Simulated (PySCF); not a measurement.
CH5MgNS, SMILES C[S][Mg][NH2].

Geometry optimised at ωB97X-D3(BJ)/def2-SVP. The values are those of a single conformer.

Calculation: ωB97X-D3(BJ)/def2-SVP run with PySCF.

Frequencies are harmonic and unscaled.

```tsv
mode	ν (cm⁻¹)	IR (km/mol)	Raman (Å⁴/amu)	depolarisation	moving atoms (share of kinetic energy)
1	47	0.2	0.1	0.75	H 97 %
2	82	6.5	1.3	0.64	C 33 %, N 24 %, H 22 %, Mg 15 %
3	115	0.2	1.8	0.75	H 95 %
4	131	30.3	0.4	0.75	Mg 56 %, H 18 %, N 14 %, S 12 %
5	182	31.1	0.8	0.21	Mg 55 %, C 15 %, S 13 %, H 9 %
6	376	149.3	7.0	0.71	H 80 %, N 19 %
7	384	9.8	13.0	0.16	S 51 %, N 28 %, Mg 14 %
8	529	81.0	2.9	0.75	H 80 %, N 16 %
9	741	8.9	12.0	0.33	C 52 %, S 27 %, H 10 %
10	758	104.9	7.0	0.06	Mg 47 %, N 34 %
11	968	6.7	2.9	0.75	H 84 %, C 14 %
12	980	5.2	2.7	0.41	H 83 %, C 15 %
13	1360	15.7	2.6	0.67	H 86 %, C 14 %
14	1469	5.5	13.0	0.75	H 95 %
15	1476	6.1	15.5	0.75	H 95 %
16	1543	16.0	4.8	0.62	H 92 %, N 8 %
17	3074	33.4	109.0	0.01	H 97 %
18	3175	6.4	55.2	0.75	H 90 %, C 10 %
19	3182	3.6	101.2	0.65	H 90 %, C 10 %
20	3598	6.6	170.3	0.10	H 95 %
21	3674	11.9	105.1	0.75	H 92 %, N 8 %
```
